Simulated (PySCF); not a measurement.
A structure optimised at PBE-D3(BJ)/def2-SVP, used in a PySCF frequency run:

```xyz
14

C     -1.8175    -1.5412     0.4900
C     -1.1935    -0.1982     0.9004
Si     0.3344     0.2778    -0.0727
N      1.5453    -0.9298     0.0737
O      1.0602     1.7093     0.4020
F     -0.1800     0.5381    -1.6255
H     -1.1223    -2.3886     0.6676
H     -2.0831    -1.5507    -0.5869
H     -2.7420    -1.7602     1.0628
H     -0.9232    -0.2008     1.9782
H     -1.9340     0.6220     0.7748
H      1.3036    -1.9202     0.0202
H      2.4878    -0.7539    -0.2798
H      0.7184     2.4911    -0.0644
```

Problem. Write its SMILES and formula.

Solution. CC[Si@](N)(O)F, C₂H₈FNOSi

Problem. What are its rotational constants (standard atomic weights)?

Solution. 3.6136, 2.0114, 1.9141 GHz
